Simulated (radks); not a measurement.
Ionisation ladder of krypton, from Kr XXIII to Kr XXXVI. Each ion is in the ground configuration listed by NIST, and IE = E(next ion) - E(this ion), with E = 0 for the bare nucleus. All-electron calculation, scalar-relativistic Kohn-Sham, LDA (Slater exchange, VWN5 correlation), spin-polarised, spherical densities, finite nucleus; open shells are filled with parallel spins first; Fermi nuclear charge, rms radius 4.1884 fm. Program: a radial shooting solver on a logarithmic mesh with Libxc functionals.

\begin{tabular}{lrrrrrrrrr}
species & configuration & E (hartree) & IE, Delta-SCF (eV) & -e(HOMO) (eV) & HOMO & <r> HOMO (bohr) & IE, NIST (eV) & kind & error (eV) \\ \hline
Kr XXIII & [Ne] 3s2 3p2 & -2484.50169 & 994.25 & 969.55 & 3p up & 0.443 & 999 & semi-emp. & -4.7 \\
Kr XXIV & [Ne] 3s2 3p1 & -2447.96358 & 1043.7 & 1019.3 & 3p up & 0.438 & 1042 & semi-emp. & +1.7 \\
Kr XXV & [Ne] 3s2 & -2409.60698 & 1154.1 & 1132.2 & 3s & 0.446 & 1155 & semi-emp. & -0.9 \\
Kr XXVI & [Ne] 3s1 & -2367.19533 & 1207.6 & 1185.8 & 3s up & 0.442 & 1205.2 & semi-emp. & +2.3 \\
Kr XXVII & [Ne] & -2322.81775 & 2944.2 & 2874.6 & 2p & 0.156 & 2929 & semi-emp. & +15.3 \\
Kr XXVIII & [He] 2s2 2p5 & -2214.62009 & 3084.8 & 3015.1 & 2p down & 0.155 & 3072 & semi-emp. & +12.8 \\
Kr XXIX & [He] 2s2 2p4 & -2101.25758 & 3223.9 & 3155.4 & 2p down & 0.153 & 3228 & semi-emp. & -4.1 \\
Kr XXX & [He] 2s2 2p3 & -1982.78117 & 3414.9 & 3340.7 & 2p up & 0.150 & 3380 & semi-emp. & +34.9 \\
Kr XXXI & [He] 2s2 2p2 & -1857.28754 & 3564.2 & 3490.1 & 2p up & 0.148 & 3584 & semi-emp. & -19.8 \\
Kr XXXII & [He] 2s2 2p1 & -1726.30511 & 3711.9 & 3639.1 & 2p up & 0.147 & 3752 & semi-emp. & -40.1 \\
Kr XXXIII & [He] 2s2 & -1589.89667 & 3965.0 & 3910.1 & 2s & 0.170 & 3971 & semi-emp. & -6.0 \\
Kr XXXIV & [He] 2s1 & -1444.18591 & 4107.9 & 4053.1 & 2s up & 0.169 & 4109.1 & theory & -1.1 \\
Kr XXXV & [He] & -1293.22163 & 17285.0 & 17063.3 & 1s & 0.0412 & 17296.4 & theory & -11.5 \\
Kr XXXVI & 1s1 & -658.01094 & 17905.4 & 17681.6 & 1s up & 0.0408 & 17936.2 & theory & -30.9 \\
\end{tabular}

Reference values: NIST Atomic Spectra Database (exp. = measured, semi-emp. = semi-empirical, theory = theoretical value adopted there). The ionisation energy per charge of the ion left behind rises most, in proportion, at Kr XXXV ([He]), from 120.82 to 493.86 eV. Against the entries that are not theoretical the mean signed error is 0.0 % and the largest -1.1 %. Open shells are spherical and high-spin; term and fine-structure splittings are not resolved.
